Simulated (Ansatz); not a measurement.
```
atom    x (Å)    y (Å)    z (Å)
   O  -1.5726  -0.1696   0.0000
   H  -2.0575   0.7491   0.0000
   H  -0.5573   0.0949   0.0000
   O   1.4834   0.1748   0.0000
   H   1.6641  -0.4427  -0.8191
   H   1.6641  -0.4427   0.8191
```

Basis set: cc-pVDZ (spherical functions). Left uncorrelated: 2 orbitals. Charge 0, multiplicity 1.

Computed with Ansatz (development build ahead of 0.2.0); each method stands on the lowest determinant of its kind that the runs found. Restricted open shells among the atoms or ions are ROHF, correlated in semicanonical orbitals with singles.

The atomization energy at this shape (free ground-state atoms in the same class of orbitals less the molecule, no zero-point energy) of singlet H4O2:

```
method  atomization energy
   RHF     288.17 kcal/mol
```

(1) What does RHF-MP2 give?

Results:

(1) 417.09 kcal/mol. Caution: the shape is not the minimum.
